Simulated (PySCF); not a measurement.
**TaN from Hartree–Fock to correlated methods**

State: ¹Σ⁺ (singlet), closed shell. Set-up: PySCF, scalar-relativistic core potentials, basis sets Ta def2-TZVPP with ECP60, N def2-TZVPP. De refers to Ta (5d3 6s2) + N in their high-spin ground configurations, without counterpoise correction. A positive dipole means Ta(−)N(+).

```
      Level  Re (Å)  ωe (cm⁻¹)  De (eV)  μ (D)
        RHF   1.639       1231      n/a  -3.82
    RHF-MP2   1.720        991      n/a    n/a
RHF-SCS-MP2   1.712       1010      n/a    n/a
   RHF-CCSD   1.676       1127     5.65    n/a
RHF-CCSD(T)   1.696       1066     6.36    n/a
        PBE   1.686       1093      n/a  -3.21
     revPBE   1.689       1087      n/a  -3.18
       PW91   1.686       1093      n/a  -3.23
     r²SCAN   1.675       1126      n/a  -3.21
       PBE0   1.665       1152      n/a  -3.41
       MN15   1.665       1158      n/a  -3.48
    ωB97M-V   1.661       1172      n/a  -3.58
     B2PLYP   1.702       1031      n/a  -3.95
```

What does a quarter of exact exchange do here, going from PBE to PBE0?

PBE0 less PBE: -2.1 pm in Re, +5.4 % in ωe. Exact exchange removes part of the self-interaction that spreads semilocal densities, and in most molecules shortens and stiffens the bond and lowers De; so it does here.

What does the step from GGA to meta-GGA do here, going from PBE to r²SCAN?

r²SCAN less PBE: -1.1 pm in Re, +3.0 % in ωe. 

What does second-order correlation do here, going from RHF to RHF-MP2?

RHF-MP2 less RHF: +8.1 pm in Re, -19.5 % in ωe. Correlation nearly always deepens the well. The bond lengthens, as in strong covalent bonds, where excitations into antibonding orbitals dominate.

Correlated steps freeze 1 core orbital. De is left out where the level can put another filling of the metal’s s and d shells below the measured ground configuration, by anything from nothing to about 1 eV. These are scalar-relativistic numbers at best; spin–orbit coupling would shift them, the dissociation energy most. Where the molecule has an RHF reference, its open-shell atoms are computed with UHF. B2PLYP dipoles, levels and charges come from its SCF part alone. The CCSD T1 diagnostic is raised, a sign that a single reference may not be enough here.

The whole job (state search and all levels along the bond) took about 16 min on 1 thread of Arm Neoverse N1 (shared host), peak memory 1.8 GiB.
